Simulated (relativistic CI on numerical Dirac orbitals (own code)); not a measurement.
Hyperfine structure of Tb III, mass number 159

Computed by Dirac-Coulomb-Breit CI, KLI orbitals optimised for each configuration, model QED (radiative potential, 1s self-energy scaled to tabulated hydrogen-like ionisation energies), valence Slater integrals scaled by 0.85, P86 correlation energy added to each configuration (own radial code, finite nucleus).

Configuration list (outside the closed core [Kr] 4d10 5s2): 4f9 5p6, 4f8 5p6 6s, 4f7 5p6 6s2, 4f8 5p6 7s, 4f11 5p4. The list is cut by size and lacks configurations that can hold low levels.

Nuclear spin I = 3/2, μ = 2.009 μN, Q = 1.432 b (tables of Stone and Pyykkö). The electronic factors are computed for point nuclear moments, without core polarisation; leaving it out makes A of s and p electrons in near-neutral atoms 20 to 40 % too small, and it can dominate for d and f shells.

```
             Level  E (cm⁻¹)  A (MHz)  B (MHz)
  4f9 5p6 6H°_15/2       0.0    719.5     1830
  4f9 5p6 6H°_13/2    2840.7    733.1     1470
4f8 5p6 6s 8F_13/2    3767.0     2038     1990
  4f9 5p6 6H°_11/2    4798.5    783.4     1220
4f8 5p6 6s 8F_11/2    5386.0    733.8     1150
   4f9 5p6 6H°_9/2    6312.8    889.7      989
4f8 5p6 6s 6F_11/2    6653.8    687.8     1730
 4f8 5p6 6s 8F_9/2    6776.1     1200      128
```

Levels with J = 0, under 50 % of one LS term, or S terms without an open s electron are left out. Small factors come from cancelling terms and can be off by tens of per cent or more.

Correlation outside the listed configurations is missing or only estimated: errors of thousands of cm⁻¹ between configurations and terms are usual at this charge. Rates and lifetimes follow the computed energies and can be off by large factors. The fine structure of a lone outer electron comes out too small, for d and f at times inverted, and misplaced configurations move strength between like terms. 21 of the 57 excited levels that our extract of the measured tables holds in this range could be paired (the sources list more); they are missed by 8685 cm⁻¹ on average and 13920 at most, and levels without a partner can miss by more.

**Question.** Give the hyperfine levels of 4f9 5p6 6H°_15/2 relative to its centre of gravity.

**Answer.** With K = F(F + 1) − I(I + 1) − J(J + 1), E = AK/2 + B[¾K(K + 1) − I(I + 1)J(J + 1)]/[2I(2I − 1)J(2J − 1)]: F = 6: -8509, F = 7: -4568, F = 8: 979.5, F = 9: 8552 MHz.

LS names give the leading component of a level, which can be under half, so a name can repeat, a term be missing and a line seem to break the LS rules.
